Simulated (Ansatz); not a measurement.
Ansatz (a program for electronic structure) input file for LiCl, SMILES [Li][Cl], PBE0-D3(BJ)/def2-TZVPD. 

Ansatz 0.2 input:
```yaml
crystal:
  periodic: [false, false, false]
  atoms:
    - {symbol: Li, position_ang: [0.00000000, 0.00000000, -1.66311367]}
    - {symbol: Cl, position_ang: [0.00000000, 0.00000000, 0.29349065]}
basis:
  gaussian:
    orbitals: def2-TZVPD
hamiltonian:
  xc: pbe0
  dispersion: d3bj
relax: {f_tol: 0.002, max_steps: 200}
```

Program output:

```
WARN ansatz: RAYON_NUM_THREADS=1 ignored (pool sized by the plan → 1); use --threads N
Functional definition: PBE0
integrals: 0.01 GiB planned
473 factors; their error is unknown
mean field: 0.12 GiB planned
mean field evaluation 1: about -12723.6659 eV, gradient 2.2e1 eV
mean field evaluation 2: about -12723.5268 eV, gradient 2.6e1 eV
mean field evaluation 4: about -12725.0124 eV, gradient 5.9e-1 eV
mean field evaluation 8: about -12725.0426 eV, gradient 8.9e-4 eV
mean field -12725.04259492 eV, -467.6366900196 hartree, gradient 5.0e-5 eV, S^2 0.000000; 0 other end points of the search recorded, 0 dependent functions left out
the calculation of the forces begins
reference -12725.04262627 eV, -467.6366911717 hartree; 10, 10 occupied and 53, 53 virtual orbitals, 473 factors
relax step   1: F+E_penalty+E_count = -12725.06010737 eV  Δ(F+E_penalty+E_count) = +0.000e0 eV  max|allowed force component| = 6.453e-1 eV/Å  Δτ_max = 0.0000 Å  (22 SCF iters, accepted)
these checks for a lower state are left out or cut short: starts, cluster_reference, orbital_swaps, neighbouring_geometries, increment
integrals: 0.01 GiB planned
473 factors; their error is unknown
mean field: 0.12 GiB planned
mean field evaluation 16: about -12725.0558 eV, gradient 7.1e-6 eV
mean field -12725.05583587 eV, -467.6371766157 hartree, gradient 9.0e-6 eV, S^2 0.000000; 0 other end points of the search recorded, 0 dependent functions left out
the calculation of the forces begins
reference -12725.05586727 eV, -467.6371777695 hartree; 10, 10 occupied and 53, 53 virtual orbitals, 473 factors
relax step   2: F+E_penalty+E_count = -12725.07333966 eV  Δ(F+E_penalty+E_count) = -1.323e-2 eV  max|allowed force component| = 3.545e-1 eV/Å  Δτ_max = 0.0133 Å  (24 SCF iters, accepted)
these checks for a lower state are left out or cut short: starts, cluster_reference, orbital_swaps, neighbouring_geometries, increment
integrals: 0.01 GiB planned
473 factors; their error is unknown
mean field: 0.12 GiB planned
mean field -12725.06220449 eV, -467.6374106581 hartree, gradient 2.0e-5 eV, S^2 0.000000; 0 other end points of the search recorded, 0 dependent functions left out
the calculation of the forces begins
reference -12725.06223595 eV, -467.6374118143 hartree; 10, 10 occupied and 53, 53 virtual orbitals, 473 factors
relax step   3: F+E_penalty+E_count = -12725.07969536 eV  Δ(F+E_penalty+E_count) = -6.356e-3 eV  max|allowed force component| = 3.036e-3 eV/Å  Δτ_max = 0.0186 Å  (24 SCF iters, accepted)
these checks for a lower state are left out or cut short: starts, cluster_reference, orbital_swaps, neighbouring_geometries, increment
integrals: 0.01 GiB planned
473 factors; their error is unknown
mean field: 0.12 GiB planned
mean field -12725.06220488 eV, -467.6374106725 hartree, gradient 4.3e-6 eV, S^2 0.000000; 0 other end points of the search recorded, 0 dependent functions left out
the calculation of the forces begins
reference -12725.06223635 eV, -467.6374118287 hartree; 10, 10 occupied and 53, 53 virtual orbitals, 473 factors
relax step   4: F+E_penalty+E_count = -12725.07969588 eV  Δ(F+E_penalty+E_count) = -5.165e-7 eV  max|allowed force component| = 7.933e-6 eV/Å  Δτ_max = 0.0002 Å  (18 SCF iters, accepted)
integrals: 0.01 GiB planned
473 factors; their error is unknown
mean field: 0.12 GiB planned
mean field evaluation 32: about -12723.6923 eV, gradient 2.2e1 eV
mean field -12725.06220488 eV, -467.6374106725 hartree, gradient 5.6e-6 eV, S^2 0.000000; 1 other end points of the search recorded, 0 dependent functions left out
the calculation of the forces begins
reference -12725.06223635 eV, -467.6374118287 hartree; 10, 10 occupied and 53, 53 virtual orbitals, 473 factors
Total energy: -12725.07972734 eV, -467.6380546110 hartree
Atom 0 at    -0.000000     0.000000    -1.694805 Å, force     0.000000     0.000000    -0.000008 eV/Å
Atom 1 at     0.000000    -0.000000     0.325182 Å, force     0.000000     0.000000     0.000008 eV/Å
Dipole moment:     0.000000    -0.000000    -1.460918 e Å
```

The run converged.

Cost: roughly 4 core-seconds.
